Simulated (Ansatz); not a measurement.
K3Na3, relaxed as a singlet with RKS r2SCAN/def2-SVP in Ansatz, starting from the GFN2-xTB geometry. Force threshold 0.02 eV/Å.

The restricted singlet is unstable towards broken spin symmetry in Hartree–Fock (as tested in another run); at r2SCAN/def2-SVP this wasn't settled. The structure comes from a short search, and lower isomers may exist.

Start:

```xyz
6

Na   -0.5900   -0.9333   -2.6101
Na    2.1993    0.8642    0.6226
Na   -1.7157   -1.1009    1.0246
K    -0.9125    1.8982   -3.9875
K    -0.9121   -3.9300    2.2329
K     1.9309    3.2018    2.7175
```

**Question.** Estimate the energy that the relaxation releases and the steps that it takes.

**Answer.** 108.6 kJ/mol, in 27 steps; 2.5 min on 4 threads of Intel Xeon on a shared host. The force fell under the threshold at step 9, but the optimiser went on and released 0.207 eV more. No frequencies were taken in this run, so the end may be a saddle point.

**Question.** Does the start keep its bonding?

**Answer.** Bonds lost: Na1–Na3 (atoms count from 1). Bonds formed: Na1–Na2, Na1–K5, Na2–Na3, Na2–K4, Na2–K5, Na3–K6, K4–K6 (atoms count from 1). Metal–metal contacts that move far: Na1–K4 3.17 to 4.30 Å.

**Question.** Predict the relaxed structure.

**Answer.** 
```csv
atom,x (Å),y (Å),z (Å)
Na1,-0.216,-1.944,-2.790
Na2,0.656,-0.105,0.020
Na3,-0.163,-0.282,3.398
K4,0.383,2.308,-3.010
K5,-1.074,-3.482,0.948
K6,0.414,3.506,1.435
```
Bond lengths (bridged metal pairs left out): 7 × K–Na 3.88 to 4.31 Å; 2 × Na–Na 3.47 to 3.48 Å; 1 × K–K 4.60 Å.
